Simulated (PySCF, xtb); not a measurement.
ZnCl, SMILES [Cl][Zn] (connectivity only; charge and spin as stated), neutral, multiplicity 2.

Harmonic wavenumbers (cm⁻¹) from GFN2-xTB in xtb 6.7.1 at its own minimum, in rising order: 248.

Q: What does PBE-D3(BJ)/def2-TZVP (PySCF 2.14.0) give at its own minimum? (Estimate from the structure and the level; the computed values follow.)

A: 351. Paired by order, the mean absolute difference is 103 cm⁻¹ and the zero-point energies are 0.4 and 0.5 kcal/mol.
